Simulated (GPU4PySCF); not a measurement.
## From computed data to an observable: refractive index and permittivity of the vapour

Co(CO)3(MeCN)(SiMe3) (C₈H₁₂CoNO₃Si), SMILES CC#[N]->[Co](<-[C-]#[O+])(<-[C-]#[O+])(<-[C-]#[O+])[Si](C)(C)C, multiplicity 1.

Geometry optimised at ωB97X-D3(BJ)/def2-TZVP. The multiplicity is an assumed one; no other spin state was optimised. The isomer is the one that the SMILES or the coordinates give; other isomers of the formula were not compared. One conformer was computed; it need not be the lowest.

r2SCAN/def2-TZVPD (GPU4PySCF) gives a mean static polarisability of 174.6 bohr³ and a dipole moment of 6.89 D. Take an ideal gas at 298.15 K and 1 bar, whether or not the substance is that volatile.

### Question
Work out n − 1 in the optical limit and the static ε − 1.

### Answer

Polarisability volume α' = 174.6 × 0.148185 = 25.87 Å³. Number density N = p/kT = 2.43e-5 Å⁻³.
Dilute limit of Lorentz–Lorenz: n − 1 = 2π N α' = 0.0039.
Orientation term of Debye: μ²/(3kT) = 8.098 Å³ × μ²(D²) = 384.42 Å³.
ε − 1 = 4π N (α' + μ²/3kT) = 0.13. Orientation of the dipole supplies 94 % of the static response; it can't follow optical fields. Vibrational polarisation and dispersion are left out.
